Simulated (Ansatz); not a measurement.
Consider the cleavage of the B–Si bond: `[SiH3]B[SiH3]` + `[SiH3]S` → `[SiH3]BS[SiH3]` + SiH₄.

Program: Ansatz. Geometries: PBE0-D4/def2-TZVP. ΔE: electronic, gas phase. CCSD(T)/CBS is the MP2 limit (def2-TZVPP, def2-QZVPP) plus CCSD(T) − MP2 in def2-TZVPP, frozen cores. This one scheme is used for every species. DFT in def2-TZVPP. B3LYP here is the variant with VWN-RPA as its local correlation; programs differ in this. Each species was taken in one conformer, which may not be the lowest.

Task: Is it downhill or uphill in electronic energy at CCSD(T)/CBS, and by how much? (Estimate.)

Result: Ansatz gave: Downhill: ΔE = -27.9 kcal/mol.

Task: What do these levels give: B97M-V, BHLYP-D4, B3LYP, BHLYP, CCSD/def2-SVP, MP2/def2-QZVPP? (Estimate.)

Result: Computed: B97M-V -26.6, BHLYP-D4 -27.8, B3LYP -27.0, BHLYP -26.9, CCSD/def2-SVP -29.5, MP2/def2-QZVPP -30.5 kcal/mol.

Largest T1 diagnostic among the species: 0.015.

At CCSD(T), def2-SVP lies −2.6 kcal/mol from the extrapolated value and def2-TZVPP −0.2 kcal/mol. The D4 term adds −1.0 kcal/mol with B3LYP and −0.5 kcal/mol with PBE0; it sums over pairs of atoms, weighted by their polarisabilities, and B3LYP, whose exchange is more repulsive, gets the larger term.
